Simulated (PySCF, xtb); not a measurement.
TlI, SMILES [I][Tl].

Harmonic wavenumbers (cm⁻¹) from GFN2-xTB in xtb at its own minimum, in rising order: 144.

### Question
What does B3LYP-D3(BJ)/def2-TZVP (PySCF) give at its own minimum? (Estimate from the structure and the level; the computed values follow.)

### Answer
142. Paired by order, the mean absolute difference is 2 cm⁻¹ and the zero-point energies are 0.2 and 0.2 kcal/mol.
